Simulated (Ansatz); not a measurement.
Molecule: C₂H₈AlO (charge +1, singlet). It need not be the lowest isomer of its formula. SMILES: [CH3][Al+]([CH3])<-[OH2]
Structure (B3LYP-D3(BJ)/def2-TZVP (Ansatz, a first-principles code) minimum search):
```
Al
O 1 1.9133
H 2 0.9702 1 125.14
H 2 0.9702 3 109.71 1 -180.00
C 1 1.9193 2 106.03 3 -180.00
H 5 1.0917 1 110.73 2 180.00
H 5 1.0936 6 107.52 1 -122.21
H 5 1.0936 6 107.52 7 -115.58
C 1 1.9193 2 106.03 3 0.00
H 9 1.0917 1 110.73 2 -180.00
H 9 1.0936 10 107.52 1 122.21
H 9 1.0936 10 107.52 11 115.58
```
Charge +1, spin multiplicity 1.

Parts of the frozen-core correlation energy in cc-pVTZ (Ansatz, hartree). Frozen orbitals: 8; correlated occupied orbitals by spin: 12 and 12; virtual: 216 and 216. No spin-orbit coupling. No relativistic terms.

```json
[
 {"term": "reference (HF)", "value": "-397.07035"},
 {"term": "MP2 opposite-spin", "value": "-0.52845"},
 {"term": "MP2 same-spin", "value": "-0.15033"},
 {"term": "CCSD correlation", "value": "-0.71848"},
 {"term": "(T)", "value": "-0.02472"},
 {"term": "T1 diagnostic", "value": "0.009"},
 {"term": "largest doubles amplitude", "value": "0.021"}
]
```
